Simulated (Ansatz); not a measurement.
Program: Ansatz 0.2.0.

Basis-set series for CH7GaOSi (`C[SiH2][O][GaH2]`). Total charge 0; spin multiplicity 1. The structure was optimised at the PBE0-D4/def2-TZVP level. It is one conformer, not always the lowest.

| functional | basis | functions | energy (Eh) | HOMO (eV) | LUMO (eV) |
| --- | --- | --- | --- | --- | --- |
| PBE0-D4 | def2-SVP | 113 | -2331.01516 | -8.03 | -1.34 |
| PBE0-D4 | def2-TZVPP | 250 | -2331.50826 | -8.09 | -1.41 |
| ωB97M-V | def2-SVP | 113 | -2331.33224 | -10.26 | 0.38 |
| ωB97M-V | def2-TZVPP | 250 | -2331.83111 | -10.36 | 0.26 |

Task: Give the rows for def2-QZVPP. (Best estimate.)

Result: The calculation gave: 
```
functional       basis  functions  energy (Eh)  HOMO (eV)  LUMO (eV)
   PBE0-D4  def2-QZVPP        483  -2331.56963      -8.10      -1.46
   ωB97M-V  def2-QZVPP        483  -2331.88995     -10.36       0.05
```

Positive LUMOs are unbound and depend on the basis. Scalar relativity is left out up to krypton.
